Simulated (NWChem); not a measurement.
System: C2H2I2; SMILES C(/I)=C/I

Here is an NWChem input.

```
start job
memory heap 200 mb stack 900 mb global 1100 mb
geometry units angstroms noautoz
  I     -1.920226     0.000000     0.190521
  C     -0.665616     0.000000    -1.467129
  C      0.665616     0.000000    -1.467129
  I      1.920226     0.000000     0.190521
  H     -1.208454     0.000000    -2.416610
  H      1.208454     0.000000    -2.416610
end
basis spherical
  * library def2-svp
end
ecp
  I library def2-ecp
end
dft
  xc bhlyp
  iterations 150
  mulliken
end
task dft energy
```

The geometry was optimised at PBE0/def2-SVP. def2 effective core potentials on I; no spin-orbit coupling.

Q: Predict the main results of this run. (BHandHLYP/def2-SVP with def2 effective core potentials on I.) Quantities: energy (Ha); highest occupied level (eV); orbital gap (eV); dipole (D).

A: 
| Property | Result |
|---|---|
| energy (Ha) | -672.57 |
| highest occupied level (eV) | -7.79 |
| orbital gap (eV) | 7.63 |
| dipole (D) | 1.13 |
